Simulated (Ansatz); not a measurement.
Start from `C[SiH2][Al]([CH3])[OH]` and change one atom or group to get `[CH3][Al]([OH])[OH]`.

Ansatz, PBE0-D4/def2-TZVP geometries, multiplicity 1. Each molecule was computed in one conformer, which needn't be the lowest.

```json
{"property": "HOMO–LUMO gap (PBE0/def2-TZVPP) / eV", "`C[SiH2][Al]([CH3])[OH]`": "6.06"}
{"property": "LUMO energy (ωB97M-V/def2-TZVPP) / eV", "`C[SiH2][Al]([CH3])[OH]`": "0.69"}
{"property": "LUMO energy (B3LYP/def2-TZVPP) / eV", "`C[SiH2][Al]([CH3])[OH]`": "-1.12"}
{"property": "size of the dipole moment (PBE/def2-TZVPP) / D", "`C[SiH2][Al]([CH3])[OH]`": "0.84"}
{"property": "HOMO–LUMO gap (ωB97M-V/def2-TZVPP) / eV", "`C[SiH2][Al]([CH3])[OH]`": "9.71"}
{"property": "LUMO energy (PBE0/def2-TZVPP) / eV", "`C[SiH2][Al]([CH3])[OH]`": "-0.94"}
```

**Question.** Give the same properties after the change, and the shifts. (Estimate.)

**Answer.** The calculation gave: 
| property | `[CH3][Al]([OH])[OH]` | shift |
| --- | --- | --- |
| HOMO–LUMO gap (PBE0/def2-TZVPP) / eV | 8.49 | 2.43 |
| LUMO energy (ωB97M-V/def2-TZVPP) / eV | 1.37 | 0.68 |
| LUMO energy (B3LYP/def2-TZVPP) / eV | -0.45 | 0.67 |
| size of the dipole moment (PBE/def2-TZVPP) / D | 1.54 | 0.70 |
| HOMO–LUMO gap (ωB97M-V/def2-TZVPP) / eV | 12.27 | 2.56 |
| LUMO energy (PBE0/def2-TZVPP) / eV | -0.11 | 0.83 |

With PBE0 the HOMO falls by 1.60 eV and the LUMO rises by 0.83 eV, so the gap widens by about 2.43 eV. PBE moves the HOMO by -1.28 eV and ωB97M-V by -1.89 eV. Dipoles are sizes alone; their direction can turn.

B3LYP here is the variant with VWN-RPA as its local correlation; programs differ in this.
